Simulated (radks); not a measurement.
Results of a calculation; reference values are marked as such.
Ionisation ladder of phosphorus, from P I to P XV. Each ion is in the ground configuration listed by NIST, and IE = E(next ion) - E(this ion), with E = 0 for the bare nucleus. Code: a radial shooting solver on a logarithmic mesh with Libxc functionals. Model: Dirac Kohn-Sham, PBE, spin-unpolarised, spherical densities, finite nucleus; open shells fill j = l - 1/2 first; Fermi nuclear charge, rms radius 3.1889 fm.

| species | configuration | E (hartree) | IE, Delta-SCF (eV) | -e(HOMO) (eV) | HOMO | <r> HOMO (bohr) | IE, NIST (eV) | kind | error (eV) |
|---|---|---|---|---|---|---|---|---|---|
| P I | [Ne] 3s2 3p3 | -341.90447 | 9.696 | 5.477 | 3p3/2 | 2.38 | 10.487 | exp. | -0.791 |
| P II | [Ne] 3s2 3p2 | -341.54816 | 19.182 | 14.241 | 3p1/2 | 2.13 | 19.769 | semi-emp. | -0.588 |
| P III | [Ne] 3s2 3p1 | -340.84324 | 29.792 | 24.317 | 3p1/2 | 1.97 | 30.203 | exp. | -0.411 |
| P IV | [Ne] 3s2 | -339.74840 | 52.006 | 45.611 | 3s1/2 | 1.67 | 51.444 | exp. | +0.562 |
| P V | [Ne] 3s1 | -337.83723 | 65.060 | 58.462 | 3s1/2 | 1.60 | 65.025 | exp. | +0.035 |
| P VI | [Ne] | -335.44633 | 221.51 | 199.58 | 2p3/2 | 0.479 | 220.43 | semi-emp. | +1.1 |
| P VII | [He] 2s2 2p5 | -327.30587 | 267.32 | 243.94 | 2p3/2 | 0.460 | 263.6 | semi-emp. | +3.7 |
| P VIII | [He] 2s2 2p4 | -317.48207 | 315.92 | 291.16 | 2p3/2 | 0.442 | 309.6 | semi-emp. | +6.3 |
| P IX | [He] 2s2 2p3 | -305.87234 | 367.15 | 341.11 | 2p3/2 | 0.426 | 372.3 | semi-emp. | -5.2 |
| P X | [He] 2s2 2p2 | -292.37968 | 422.22 | 394.89 | 2p1/2 | 0.410 | 424.4 | semi-emp. | -2.2 |
| P XI | [He] 2s2 2p1 | -276.86349 | 478.29 | 449.92 | 2p1/2 | 0.397 | 479.44 | semi-emp. | -1.1 |
| P XII | [He] 2s2 | -259.28659 | 561.62 | 537.02 | 2s1/2 | 0.443 | 560.6 | semi-emp. | +1.0 |
| P XIII | [He] 2s1 | -238.64754 | 609.69 | 586.05 | 2s1/2 | 0.435 | 611.74 | theory | -2.0 |
| P XIV | [He] | -216.24178 | 2837.1 | 2726.2 | 1s1/2 | 0.102 | 2816.9 | theory | +20.2 |
| P XV | 1s1 | -111.97926 | 3047.1 | 2947.2 | 1s1/2 | 0.100 | 3069.8 | theory | -22.7 |

Reference values: NIST Atomic Spectra Database (exp. = measured, semi-emp. = semi-empirical, theory = theoretical value adopted there). The ionisation energy per charge of the ion left behind rises most, in proportion, at P XIV ([He]), from 46.899 to 202.65 eV. Against the entries that are not theoretical the mean signed error is -0.7 % and the largest -7.5 %. Spin polarisation and multiplet splitting are left out, so open shells lie too high by an amount that depends on their filling.

Beside tabulated values, note that spin-unpolarised runs miss the spin-polarisation part of the exchange energy of open shells.
